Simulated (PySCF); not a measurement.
# Computed structure and properties of [ReF6]+

System: [ReF6]+ (singlet); start: template (Oh). Method: PySCF 2.14.0, RKS TPSS, Re def2-SVP with ECP60, F def2-SVP; non-relativistic Hamiltonian with scalar-relativistic core potentials where named; density fitting; no spin-orbit coupling.

Input of the relaxation:

```python
mol = gto.M(atom='''
Re    -0.00000    -0.00000    -0.00000
F     -0.00000     0.00000     1.70280
F      0.00000    -0.00000    -1.70280
F      1.70280    -0.00000    -0.00000
F      0.00000     1.70280    -0.00000
F     -1.70280     0.00000     0.00000
F     -0.00000    -1.70280     0.00000''',
    basis={'Re': 'def2-SVP', 'F': 'def2-SVP'},
    ecp={'Re': 'def2-SVP'},
    charge=1, spin=0)
mf = dft.RKS(mol, xc='TPSS')
mf.grids.atom_grid = (50, 194)
mf = mf.density_fit()  # fitting sets: Re def2-universal-JKFIT, F def2-universal-JKFIT
mf.conv_tol = 1e-08; mf.max_cycle = 55
mf.kernel(dm0)  # dm0: converged density of the start geometry
# quasi-Newton relaxation in Cartesian coordinates to a largest gradient under 0.00045 Eh/bohr, steps kept in the point group
```

Run from Python with OMP_NUM_THREADS=2; the lines above give its settings. Where DIIS fails, smearing, a level shift and second-order steps follow.
It took 23 s on 2 threads of Arm Neoverse V1, on a shared host, from the converged density of the start.

Course of the relaxation:

```
step  energy above end (eV)  largest force component within the symmetry (eV/Å)
   0                 2.0387                                               6.633
   1                 0.0045                                               0.236
   2                 0.0004                                               0.069
   3                 0.0000                                               0.001
```

Relaxed geometry (Oh):

```xyz
7

Re    0.0000    0.0000    0.0000
F     0.0000    0.0000    1.8175
F     0.0000    0.0000   -1.8175
F     1.8175    0.0000    0.0000
F     0.0000    1.8175    0.0000
F    -1.8175    0.0000    0.0000
F     0.0000   -1.8175    0.0000
```

```json
{"contact": "Re1–F2 (F)", "Å": "1.817"}
{"contact": "Re1–F3 (F)", "Å": "1.817"}
{"contact": "Re1–F4 (F)", "Å": "1.817"}
{"contact": "Re1–F5 (F)", "Å": "1.817"}
{"contact": "Re1–F6 (F)", "Å": "1.817"}
{"contact": "Re1–F7 (F)", "Å": "1.817"}
```

On the finer grid (75, 302):

| Property | Result |
| --- | --- |
| HOMO | -17.71 eV |
| LUMO | -13.68 eV |
| Dipole about the centre of mass | 0.00 D |
| Set of Mulliken populations of Re1 outside the core potential | s 2.31, p 6.44, d 4.10, f 0.35 |
| D3(BJ) dispersion energy (not in the energies) | -0.154 eV |

| atom | Mulliken (e) | Löwdin (e) | spin (e) |
| --- | --- | --- | --- |
| Re1 | 1.80 | 0.59 | 0.00 |
| F2 | -0.13 | 0.07 | 0.00 |
| F3 | -0.13 | 0.07 | 0.00 |
| F4 | -0.13 | 0.07 | 0.00 |
| F5 | -0.13 | 0.07 | 0.00 |
| F6 | -0.13 | 0.07 | 0.00 |
| F7 | -0.13 | 0.07 | 0.00 |

No frequency check is given for this geometry.

Taking off one F (charge -1, singlet; the rest: singlet) in vacuum, both parts rigid, costs 21.36 eV; the small basis without counterpoise inflates it. Most of it is the attraction of opposite charges; other ways to part are cheaper, and one spin state was tried for the rest.

Rigid scan of F along the line from its metal:

(distance to F2 (Å), energy (eV)): (1.52, 2.931), (1.62, 1.068), (1.72, 0.221), (1.82, 0.000), (1.92, 0.155), (2.02, 0.524), (2.22, 1.523), (2.52, 3.024), (2.92, 4.473)

One start shape was tried, so this needn't be the lowest isomer.
